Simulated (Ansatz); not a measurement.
H₄InOP, SMILES `O[PH][InH2]`. Total charge 0; spin multiplicity 1. In takes the def2 core potential. All single points use the PBE0-D4/def2-TZVP geometry. It is one conformer, not always the lowest.

```xyz
7

O    -0.138   -1.792   -0.448
P     0.935   -0.513   -0.513
In   -0.519    1.362    0.282
H     0.129   -2.455   -1.089
H     1.561   -0.647    0.766
H    -2.235    1.244    0.174
H     0.267    2.800    0.829
```

(1) What is the dipole moment at ωB97M-V/def2-TZVPP? (Estimate.)

(2) And with PBE, r2SCAN, B3LYP? (An estimate is asked.)

(3) Give the Mulliken charges with ωB97M-V, r2SCAN, PBE in def2-TZVPP. (An estimate is asked.)

## Answers

(1) The calculation gave: 0.61 D, with components (0.28, -0.37, -0.40) D in this frame, pointing from negative to positive charge.

(2) Computed: PBE 0.82 D, r2SCAN 0.75 D, B3LYP 0.75 D.

(3) The calculation gave: 
| atom | ωB97M-V | r2SCAN | PBE |
| --- | --- | --- | --- |
| O1 | -0.35 | -0.38 | -0.32 |
| P2 | -0.06 | -0.06 | -0.10 |
| In3 | 0.38 | 0.50 | 0.46 |
| H4 | 0.18 | 0.22 | 0.20 |
| H5 | 0.04 | 0.00 | 0.03 |
| H6 | -0.10 | -0.14 | -0.13 |
| H7 | -0.10 | -0.14 | -0.13 |

B3LYP here is the variant with VWN-RPA as its local correlation; programs differ in this.
